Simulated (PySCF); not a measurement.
Input of a run (PBE0-D3(BJ)/def2-SVP geometry optimisation, gas phase (PySCF 2.14.0)), started from GFN2-xTB:
```
{"job": {"xc": "PBE0", "basis": "def2-SVP", "d3": "d3bj", "grid": 1, "shake": 0.01, "kind": "geom"}, "charge": 0, "multiplicity": 1}
C      2.798710     0.349710     0.078930
C      1.394710    -0.056410     0.154020
C      0.231440    -0.415970     0.217380
Si    -1.483720    -0.935600     0.333460
B     -2.679760     0.632630    -0.007900
F     -2.813430     1.233840    -1.175770
F     -3.396630     1.235670     0.930090
H      3.172570     0.601920     1.067390
H      2.853320     1.276840    -0.521470
H      3.383990    -0.415450    -0.357860
H     -1.719060    -2.014710    -0.643030
H     -1.702460    -1.520740     1.680440
```

Output (energies in Eh, forces in Eh/bohr):
```
step   0  E = -630.57946397  max force = 0.034479
step   1  E = -630.58247560  max force = 0.012494
step   2  E = -630.58344211  max force = 0.003307
step   3  E = -630.58367682  max force = 0.001831
step   4  E = -630.58377567  max force = 0.001039
step   5  E = -630.58382591  max force = 0.000889
step   6  E = -630.58385366  max force = 0.001308
step   7  E = -630.58380013  max force = 0.002232
step   8  E = -630.58388740  max force = 0.000922
step   9  E = -630.58392691  max force = 0.000736
step  10  E = -630.58391484  max force = 0.001102
step  11  E = -630.58394223  max force = 0.000386
step  12  E = -630.58394097  max force = 0.000202
optimisation converged
```

Problem. Summarise the run.

Solution. The energy falls by 2.8 kcal/mol over 13 energy and gradient evaluations, the largest force component goes from 0.0345 to 2.0e-04 Eh/bohr, and the atoms move by 0.146 Å rms after alignment. The bond that changes most is C1–H10 (propargylic carbon to methyl hydrogen), which lengthens by 0.043 Å. Bonds longer at the end by more than 0.005 Å: 6 of 11; shorter: 2. Among the angles that change most is F6–B5–F7, from 111.3° to 116.3°. Among the dihedrals that turn most is C3–Si4–B5–F7, from -108° to -123°. The energy rose by more than 1e-6 Eh at steps 7, 10 and 12. The first step brought 67 % of the lowering.

Problem. What are the final bond lengths?

Solution. C1–C2 1.450 Å, C2≡C3 1.219 Å, C3–Si4 1.825 Å, Si4–B5 2.034 Å, B5–F6 1.319 Å, B5–F7 1.319 Å, C1–H8 1.101 Å, C1–H9 1.101 Å, C1–H10 1.101 Å, Si4–H11 1.496 Å, Si4–H12 1.493 Å. Numbering counts from 1 in the input's order; the species is `CC#C[SiH2]B(F)F`.

The run used 127 basis functions and 89 SCF cycles in all. Hardware: one thread, Arm Neoverse V2 (aarch64), no GPU, shared host with 96 logical CPUs at a one-minute load of 68. Cost: 80 s, 0.52 GiB resident at most.

PBE0-D3(BJ)/def2-SVP frequencies: not computed here. One conformer, not necessarily the lowest.
